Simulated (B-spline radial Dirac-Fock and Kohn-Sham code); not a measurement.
**Ionisation energies of samarium ions, computed and tabulated**

Level of theory: Dirac-Fock (average of configuration) total-energy differences with a finite nucleus, the Breit interaction including its frequency dependence, and self-energy and vacuum-polarisation corrections; a radial atomic solver. Each value is the difference of the configuration-average energies of two neighbouring ions in their tabulated ground configurations. No correlation. NIST's values refer to the lowest levels; many for high charge states are themselves semi-empirical or theoretical. Where a p, d or f shell is open in either ion the computed value averages over both j values and all terms, while the table refers to the lowest levels; that difference holds spin-orbit splitting (largest in heavy or highly charged ions), term energies where several electrons share open shells, and correlation, and it can reach 10 % or more.

```
  ion  configuration  computed (eV)        NIST (eV)         kind  NIST − computed (eV)
Sm⁴³⁺       [Ar] 3d1         3342.7         3363 ± 4  theoretical                +20.27
Sm⁴⁴⁺   [Ne] 3s2 3p6         3719.2         3669 ± 4  theoretical                -50.19
Sm⁴⁵⁺   [Ne] 3s2 3p5         3819.8         3766 ± 4  theoretical                -53.79
Sm⁴⁶⁺   [Ne] 3s2 3p4         3921.3         3873 ± 4  theoretical                -48.32
Sm⁴⁷⁺   [Ne] 3s2 3p3         4023.8         3971 ± 4  theoretical                -52.76
Sm⁴⁸⁺   [Ne] 3s2 3p2         4127.1         4227 ± 4  theoretical                +99.88
Sm⁴⁹⁺   [Ne] 3s2 3p1         4231.4         4337 ± 4  theoretical               +105.60
Sm⁵⁰⁺       [Ne] 3s2         4548.3         4548 ± 4  theoretical                 -0.33
Sm⁵¹⁺       [Ne] 3s1         4655.1         4655 ± 4  theoretical                 -0.14
Sm⁵²⁺   [He] 2s2 2p6        10700.2        10494 ± 4  theoretical               -206.22
Sm⁵³⁺   [He] 2s2 2p5        10982.9        10762 ± 5  theoretical               -220.85
Sm⁵⁴⁺   [He] 2s2 2p4        11268.7        11060 ± 5  theoretical               -208.65
Sm⁵⁵⁺   [He] 2s2 2p3        11557.6        11337 ± 5  theoretical               -220.62
Sm⁵⁶⁺   [He] 2s2 2p2        11849.8        12264 ± 5  theoretical               +414.23
Sm⁵⁷⁺   [He] 2s2 2p1        12145.1        12588 ± 6  theoretical               +442.90
Sm⁵⁸⁺       [He] 2s2        12992.1        12992 ± 6  theoretical                 -0.12
Sm⁵⁹⁺       [He] 2s1        13262.5  13262.85 ± 0.09  theoretical                 +0.34
Sm⁶⁰⁺            1s2        53982.8  53986.12 ± 0.07  theoretical                 +3.32
Sm⁶¹⁺            1s1        55214.3   55214.3 ± 0.05  theoretical                 +0.02
```

Question: Where in this range is the largest relative jump, and why?

Answer: From Sm⁵⁹⁺ (13262.5 eV) to Sm⁶⁰⁺ (53982.8 eV), a factor of 4.07. The configuration goes from [He] 2s1 to 1s2, so the next electron comes out of a deeper subshell.
